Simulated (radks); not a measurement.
Values are calculated unless marked as measured or tabulated.
Species: the titanium ion Ti3+. Configuration: [Ar] 3d1. Level of theory: scalar-relativistic Kohn-Sham, PBE, spin-polarised, spherical densities, finite nucleus; open shells are filled with parallel spins first; Fermi nuclear charge, rms radius 3.5921 fm (a radial shooting solver on a logarithmic mesh with Libxc functionals). Some entries of the table are withheld. Estimate them.

orbital,occ.,eigenvalue (hartree),r(max) (bohr),<1/r> (bohr^-1)
1s down,1,-180.1577,0.04555,21.80
1s up,1,-180.1574,0.04555,21.80
2s up,1,-20.98636,0.2689,4.546
2s down,1,-20.97300,0.2688,4.549
2p up,3,(1),0.2196,(2)
2p down,3,(3),0.2196,(4)
3s up,1,-3.51183,0.8650,1.416
3s down,1,-3.47040,0.8650,1.415
3p up,3,-2.62512,0.8936,1.294
3p down,3,-2.58428,0.8936,1.293
3d up,1,(5),0.9245,1.015
3d down,0,(6),0.9258,1.011

Answer. 
(1) 2p up eigenvalue (hartree): -17.57759
(2) 2p up <1/r> (bohr^-1): 4.449
(3) 2p down eigenvalue (hartree): -17.56727
(4) 2p down <1/r> (bohr^-1): 4.451
(5) 3d up eigenvalue (hartree): -1.29274
(6) 3d down eigenvalue (hartree): -1.25368
